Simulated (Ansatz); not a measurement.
Reactions of CH6F2GeSi (`C[Si](F)(F)[GeH3]`).

Computed with Ansatz on PBE0-D4/def2-TZVP structures; ΔE is electronic, products minus reactants. CBS: MP2 limit from def2 TZ/QZ plus the TZ coupled-cluster correction, frozen cores. For Ge outer-core shells are correlated without core-valence functions, which leaves a few kJ/mol of doubt a bond. Scalar relativity is left out up to krypton. Each species was taken in one conformer, which may not be the lowest.

Question: Order these by ΔE at CCSD(T)/CBS, lowest first. (Best estimate.)
A. `C[Si](F)(F)[GeH3]` + `C[SiH](N)N` → `CN[SiH](C)N` + `F[SiH](F)[GeH3]`
B. `C[Si](F)(F)[GeH3]` + `F[SiH2][SiH](F)F` → `F[Si](F)(F)[GeH3]` + `C[SiH2][SiH](F)F`
C. `C[Si](F)(F)[GeH3]` + `CC(C)(C)CO` → `CC(C)(C)C[Si](C)(F)F` + `[OH][GeH3]`
D. `C[Si](F)(F)[GeH3]` + `CO[SiH](O)F` → `CO[Si](C)(F)[GeH3]` + `O[SiH](F)F`
E. `C[Si](F)(F)[GeH3]` + `O=C=[N][Ge]([F])([F])[F]` → `C[Si](F)(F)N=C=O` + `[F][Ge]([F])([F])[GeH3]`
F. `C[Si](F)(F)[GeH3]` + `N#CO[SiH3]` → `[SiH3][O][GeH3]` + `C[Si](F)(F)C#N`

Answer: F (-153.8 kJ/mol), E (-109.1 kJ/mol), C (-98.2 kJ/mol), B (-29.9 kJ/mol), D (-4.3 kJ/mol), A (+98.7 kJ/mol).

Largest T1 diagnostic: 0.014, for `O=C=[N][Ge]([F])([F])[F]`.
